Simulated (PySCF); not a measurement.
## Name the molecule from its bond curve

A diatomic of charge +1 contains Hg. Its singlet curve at PBE0 in a double-zeta basis (scalar-relativistic core potentials, PySCF), in eV from the separated fragments:

R (Å), E (eV) and a bar:
```
    2.332     -0.375 #############################
    2.441     -0.477 #############
    2.549     -0.531 ####
    2.631     -0.549 #
    2.712     -0.554 
    2.793     -0.548 #
    2.902     -0.529 ####
    3.037     -0.494 ##########
    3.200     -0.443 ##################
    3.417     -0.372 ##############################
```

The fit gives ωe = 253 cm⁻¹ and the rotational constant Bₑ = 0.3403 cm⁻¹.

Question: Which atom is the partner?

Answer: The minimum lies at 2.703 Å, so the reduced mass is 16.8576 u Å² cm⁻¹/(Bₑ·Re²) = 6.780 u. With Hg at 201.97 u the partner weighs about 7.0 u: Li. The molecule is LiHg⁺.

Closed-shell solutions of metal pairs were not tested for spin polarisation, which can lower them a little. Spin–orbit coupling is left out.
